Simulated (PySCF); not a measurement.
**Vertical excitation energies**

Compound: InF3.
Bonds: In1–F2, In1–F3, In1–F4.

Computed, not measured: TDDFT CAM-B3LYP/def2-SVPD, vertical, gas phase, core orbitals frozen in the response, def2 core potentials past Kr in PySCF 2.14.0, density-fitted response routines. Geometry: PBE0-D3(BJ)/def2-SVP; no solvent, vibrations or thermal averaging. Spin–orbit coupling is left out.

Problem. Predict the UV-vis stick spectrum at this level.

Solution. 

```
state  E (eV)  ν̃ (cm⁻¹)       f  main configurations (H = HOMO, L = LUMO)
   S1    6.23      50260  0.0012                          H-3/H-2→L (≥94%)
   S2    6.24      50340  0.0000                          H-3/H-2→L (≥96%)
   S3    6.25      50380  0.0001                               H-4→L (96%)
   S4    6.27      50560   0.060                            H-1/H→L (≥79%)
   S5    6.27      50590   0.060                            H-1/H→L (≥79%)
   S6    6.84      55160   0.056                               H-5→L (96%)
   S7    7.71      62220   0.073           H-6→L (74%), H-3/H-2→L+1 (≥17%)
   S8    7.73      62390   0.078                H-7→L (74%), H-4→L+1 (18%)
```

Triplets, Tamm–Dancoff:

```
state  E (eV)  λ (nm)  main configurations (H = HOMO, L = LUMO)
   T1    5.56   223.0                            H-1/H→L (≥95%)
   T2    5.57   222.7                            H-1/H→L (≥94%)
   T3    5.84   212.4                          H-3/H-2→L (≥95%)
```

The lowest singlet level (S1/S2/S3) comes at 199 nm (601 kJ/mol) in the vacuum ultraviolet; it is very weak. The strongest level in the table is S4/S5 at 6.27 eV (198 nm, f = 0.120 summed). S1/S2/S3 and S4/S5 lie within about 0.01 eV of each other in each set. Löwdin shares by element: HOMO (one of a set within 0.03 eV) fluorine 93%, indium 7%; LUMO indium 54%, fluorine 46%. Orbital energies (eV): HOMO-3 -13.14, HOMO-2 -13.13, HOMO-1 -12.93, HOMO -12.93, LUMO -2.82, LUMO+1 -0.95, LUMO+2 1.16. The listed states span 1.50 eV, and the widest gap between neighbours is 0.88 eV (S6 to S7). Weighted by f, the mean energy of these states is 7.04 eV. All these states lie below the vertical ionisation energy of 14.20 eV (ΔSCF). Orbitals of the list HOMO-3 to LUMO+2 that lie within 0.01 eV of each other are written together with a slash and their weights summed (≥ marks a lower bound); for degenerate orbitals outside that list single weights are arbitrary. Singlets were solved by full linear response, triplets in the Tamm–Dancoff approximation. The highest level found (8.24 eV, f 0.0000 so far) is left out, since the window may have cut off a degenerate partner.
